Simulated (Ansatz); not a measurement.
`F[SiH](F)[SiH2]Cl` + H₂Se → `F[SiH](F)[SeH]` + `[SiH3]Cl` at 500 K and 1 bar (cleavage of the Si–Si bond).

Computed with Ansatz on PBE0-D4/def2-TZVP structures; ΔE is electronic, products minus reactants. CCSD(T)/CBS is the MP2 limit (def2-TZVPP, def2-QZVPP) plus CCSD(T) − MP2 in def2-TZVPP, frozen cores. This one scheme is used for every species. For Se outer-core shells are correlated without core-valence functions, which leaves a few kJ/mol of doubt a bond. Scalar relativity is left out up to krypton. One conformer a species, not always the lowest.

```
            species  CCSD(T)/CBS energy (Eh)  H − E (kJ/mol)  S (J/(mol·K))
`F[SiH](F)[SiH2]Cl`              -1239.50061           135.0          429.1
               H₂Se              -2401.89790            53.1          237.8
   `F[SiH](F)[SeH]`              -2890.73294            96.8          375.8
         `[SiH3]Cl`               -750.69636            92.3          281.7
```

H − E and S are ideal-gas, rigid-rotor, harmonic terms from PBE0-D4/def2-TZVP, for one conformer and one mirror image of each species. 1 Eh = 2625.50 kJ/mol, R = 8.31446 J/(mol·K).

Question: By hand: ΔE, ΔH, ΔS and ΔG.

Answer: ΔE = (-2890.73294) + (-750.69636) − (-1239.50061) − (-2401.89790) = -0.03079 Eh = -80.8 kJ/mol. Δ(H − E) = 96.8 + 92.3 − 135.0 − 53.1 = 1.0, so ΔH = -79.8 kJ/mol. ΔS = 375.8 + 281.7 − 429.1 − 237.8 = -9.4 J/(mol·K). ΔG = -79.8 − 500 × (-9.4)/1000 = -75.1 kJ/mol.

Question: By hand: the equilibrium constant, and the temperature at which ΔG would vanish if ΔH and ΔS stayed fixed.

Answer: log₁₀ K = −ΔG/(RT ln 10) = 7.8. ΔG = 0 at ΔH/ΔS = 8489 K, far beyond where these terms or the molecules hold.

The number of gas molecules stays the same, so ΔS is small and ΔH decides. A doubt of 5 kJ/mol in ΔE shifts log₁₀ K by 0.5 here. Other conformers and mirror images would add mixing entropy, several J/(mol·K) or more a flexible species. Modes under 60 cm⁻¹, often nearly free rotors, make the harmonic entropy too high. These are equilibria of isolated gas molecules and say nothing of rates. Largest T1 diagnostic: 0.012 (customary marks: 0.02 for closed shells, 0.045 for open ones).
